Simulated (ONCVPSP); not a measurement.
Scattering properties, ONCV potential for I

ONCVPSP 4.0.1 input, shortened (lines: element, Z, core and valence counts, functional; n l f; lmax; l rc ep ncon nbas qcut; lloc lpopt rc5 dvloc0; l nproj debl; icmod fcfact rcfact), PBEsol, scalar-relativistic:

```
  I 53.00    9    2  -116133      upf
    1    0    2.00
    2    0    2.00
    2    1    6.00
    3    0    2.00
    3    1    6.00
    3    2   10.00
    4    0    2.00
    4    1    6.00
    4    2   10.00
    5    0    2.00
    5    1    5.00
    1
    0    1.50    0.00    4    9    5.10
    1    1.70    0.00    4    7    5.40
    4    2    1.50    0.00
    0    2    3.40
    1    2    3.50
    2    0.65    0.75
```

The phase is arctan(r·R′/R) of the radial function R(r), unwrapped; energies in Ha, scanned from -2 to 5 Ha. A pole is an energy at which the radial function vanishes at the test radius. The pseudo phase is shifted by a multiple of π to meet the all-electron one at the reference energy, and phase errors are pseudo minus all-electron; the curves can meet again beyond the range given. Levels narrower than the energy grid can be missing from the lists of poles.

Problem. For each channel, where are the poles, and over which energies does the pseudopotential scatter like the atom?

Solution.

```json
{"channel": "s", "radius (bohr)": "1.53", "reference energy (Ha)": "-0.64", "poles, all-electron": "4.52", "poles, pseudo": "4.47", "unbroken range about the reference energy with phases within 0.05 rad": "the whole range", "phase error 1 Ha above the reference energy (rad)": "-0.001"}
{"channel": "p", "radius (bohr)": "1.73", "reference energy (Ha)": "-0.26", "poles, all-electron": "3.60", "poles, pseudo": "3.60", "unbroken range about the reference energy with phases within 0.05 rad": "the whole range", "phase error 1 Ha above the reference energy (rad)": "+0.001"}
```

Note: ghosts flagged at negative energy: s at -920.1 eV, p at -69.8 eV; no localised positive-energy state flagged. A true bound ghost makes a file unfit for plane-wave use.

Phases in the s channel:

```
E (Ha)  all-electron  pseudo
 -1.98         0.802   0.795
 -1.62         0.604   0.600
 -1.26         0.313   0.311
 -0.90        -0.072  -0.072
 -0.54        -0.466  -0.466
 -0.18        -0.774  -0.775
  0.18        -0.985  -0.986
  0.54        -1.127  -1.129
  0.90        -1.227  -1.228
  1.26        -1.300  -1.301
  1.62        -1.356  -1.356
  1.98        -1.399  -1.400
  2.34        -1.435  -1.435
  2.70        -1.465  -1.465
  3.06        -1.491  -1.491
  3.42        -1.513  -1.514
  3.78        -1.534  -1.534
  4.14        -1.552  -1.554
  4.50        -1.570  -1.572
  4.86        -1.587  -1.591
```
